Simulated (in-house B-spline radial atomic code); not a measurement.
RPA and G0W0 on PBEsol: Mg8+

Configuration [He] 2s2, mean-field start PBEsol. Computed with an all-electron radial atomic-structure program (B-spline basis): all electrons, scalar-relativistic (spin-free one-electron X2C), finite nucleus, each spin shell either full or empty, empty states to l = 9 with an (l + 1/2)⁻⁴ tail; G0W0 by contour deformation at full frequency.

Command:
```bash
python run_gw.py task.json out
```
Settings (radii: box in bohr, nucleus in fm):
```
Z                        12
electrons                4
configuration            [He] 2s2
hamiltonian              x2c
method                   pbesol
lmax                     9
rms_radius               3.057
spin_polarised           False
box_radius               7.7
intervals                67
ion_configuration        [He] 2s1
```

Cost of the run: 2.4 s on 1 thread of Arm Neoverse N1 (shared host).

Energies (hartree):

```json
{"term": "mean-field total", "value": "-161.91863"}
{"term": "Hartree-Fock functional on these orbitals", "value": "-162.26139"}
{"term": "direct second order", "value": "-0.50494"}
{"term": "second-order exchange", "value": "0.2489"}
{"term": "SOSEX correction", "value": "0.17304"}
```

(1) What is the RPA correlation energy, and what remains with SOSEX?

Quasi-particle levels (eV):

```tsv
level	occupied	mean field	Σx - vxc	Σc	QP weight	G0W0
2s	yes	-308.97	-15.31	?	?	?
1s	yes	-1568.90	-79.84	6.47	0.958	-1642.27
2p	no	-285.67	20.74	-1.44	0.977	-266.37
```

G0W0 = mean field + (Σx - vxc) + Σc, with Σc (partial-wave tail included) taken at the quasi-particle energy.

(2) Where does G0W0 put 2s?

(3) What does it cost to remove one electron (to [He] 2s1) by differences of total energies, each species on its own start (correlation terms add to the Hartree-Fock functional)?

Answers

(1) RPA gives -0.3519 hartree (-2.39 eV per electron); RPA + SOSEX gives -0.17886, and the second-order doubles -0.25605 hartree (no singles). SOSEX takes back 49 % of the RPA value.

(2) At -328.24 eV, with Σc = -3.96 eV and a quasi-particle weight of 0.953. The tabulated removal energy is 327.99 ± 0.04 eV (NIST, semi-empirical); the calculation leaves out spin-orbit coupling, Breit and QED terms, and what these don't explain is the method's own error.

(3) PBEsol 325.12 eV, Hartree-Fock functional 323.95 eV, + RPA 328.54 eV, + RPA + SOSEX 327.41 eV, + second order 329.46 eV. Tabulated: 327.99 ± 0.04 eV (NIST, semi-empirical); the calculation leaves out spin-orbit coupling, Breit and QED terms, and what these don't explain is the method's own error.
